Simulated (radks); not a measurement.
Cl-, configuration [Ar]. All-electron calculation, scalar-relativistic Kohn-Sham, PBE, spin-polarised, spherical densities, point nucleus; hard spherical wall at 3 bohr. Program: a radial shooting solver on a logarithmic mesh with Libxc functionals.

Normalised radial functions P(r) = r R(r), r in bohr:

```
   r/bohr * 3p (the largest magnitude, 0.878, reaches the edge; | marks zero)
 0.005711                             *
 0.006388                             *
 0.007145                             *
 0.007991                             *
 0.008867                             *
 0.009918                             *
  0.01109                             *
  0.01231                             *
  0.01377                             *
   0.0154                             *
  0.01723                             *
  0.01911                             *
  0.02138                             |*
  0.02391                             |*
  0.02675                             |*
  0.02968                             |*
  0.03319                             |*
  0.03713                             | *
  0.04153                             | *
  0.04608                             | *
  0.05154                             |  *
  0.05765                             |  *
  0.06397                             |   *
  0.07155                             |   *
  0.08003                             |    *
  0.08951                             |     *
  0.09932                             |      *
   0.1111                             |      *
   0.1243                             |       *
    0.139                             |        *
   0.1542                             |         *
   0.1725                             |          *
   0.1929                             |           *
   0.2141                             |           *
   0.2395                             |           *
   0.2678                             |           *
   0.2996                             |           *
   0.3324                             |          *
   0.3718                             |        *
   0.4159                             |      *
   0.4652                             |   *
   0.5161                             |*
   0.5773                          *  |
   0.6457                       *     |
   0.7222                  *          |
   0.8014               *             |
   0.8964           *                 |
    1.003       *                     |
    1.113     *                       |
    1.244   *                         |
    1.392  *                          |
    1.557  *                          |
    1.727   *                         |
    1.932      *                      |
    2.161          *                  |
    2.417               *             |
    2.682                     *       |
        3                             *
```

3p: eigenvalue 17.147 eV, 1 radial node at r = 0.535 bohr, <r> = 1.54 bohr, 90 % of the charge inside 2.21 bohr.
